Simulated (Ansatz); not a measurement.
Cost and result for the atomization energy of CH₃FGeOS, SMILES `[F][GeH]1[O]C[S]1` (8 atoms, 8 bonds).

Cartesian coordinates in Å:
```
F -0.702 -2.237 -0.910
Ge -0.709 -0.510 -0.825
O -0.606 0.036 0.870
C 0.685 0.611 0.832
S 1.252 0.451 -0.933
H -1.945 -0.092 -1.620
H 0.649 1.668 1.102
H 1.376 0.073 1.484
```

Charge 0, multiplicity 1. Correlated methods include outer-core shells of Ge, which these sets cover unevenly. Scalar relativity is left out up to krypton. The structure was optimised at the PBE0-D4/def2-TZVP level. Program: Ansatz. All runs use 4 threads of an Arm Neoverse V1 on a shared host. Times are those of one run each, without the atoms' runs, and a repeat can differ threefold. Electronic energies, without spin–orbit coupling; frozen cores. CCSD(T)/CBS adds CCSD(T) − MP2 in def2-TZVPP to the MP2 limit, and its time is that of the two runs behind it. T1 = 0.013. With those shells the extrapolation isn't a true limit. B3LYP takes the VWN-RPA correlation (the form of Gaussian; ORCA's B3LYP/G).

CCSD(T)/CBS is a level of theory with its own doubt, some kJ/mol a heavy atom from the limit and from the frozen cores, so smaller differences don't rank the functionals.

| level | functions | wall time | atomization (kcal/mol) | difference from CCSD(T)/CBS | per bond |
| --- | --- | --- | --- | --- | --- |
| PBE-D4/def2-TZVPP (with forces) | 225 | 2.3 s | 705.3 | 17.0 | 2.1 |
| PBE0-D4/def2-TZVPP | 225 | 3 s | 684.5 | -3.8 | -0.5 |
| B3LYP-D4/def2-TZVPP (with forces) | 225 | 4.3 s | 677.3 | -11.0 | -1.4 |
| r2SCAN-D4/def2-TZVPP (with forces) | 225 | 4.7 s | 690.1 | 1.8 | 0.2 |
| B2PLYP/def2-TZVPP | 225 | 5.5 s | 674.7 | -13.6 | -1.7 |
| ωB97X-V/def2-TZVPP | 225 | 7.5 s | 691.0 | 2.7 | 0.3 |
| ωB97M-V/def2-TZVPP (with forces) | 225 | 11 s | 686.1 | -2.2 | -0.3 |
| MP2/def2-QZVPP | 420 | 19 s | 702.5 | 14.2 | 1.8 |
| CCSD(T)/def2-TZVPP | 225 | 2.4 min | 668.2 | -20.1 | -2.5 |
| CCSD(T)/CBS(def2) | – | 2.7 min | 688.3 | 0.0 | 0.0 |

In def2-TZVPP, CCSD(T) changes the Hartree–Fock value by +206.7 kcal/mol (the triples alone add +15.8 kcal/mol) and MP2 by +229.0 kcal/mol; breaking electron pairs costs correlation energy, which Hartree–Fock lacks. From PBE to PBE0 (25 % exact exchange), in def2-TZVPP and without D4, the atomization energy moves by −20.0 kcal/mol: exact exchange takes away binding that semilocal exchange gives to molecules. The D4 term adds +7.6 kcal/mol with B3LYP and +3.9 kcal/mol with PBE0; it sums over pairs of atoms, weighted by their polarisabilities, and B3LYP, whose exchange is more repulsive, gets the larger term.
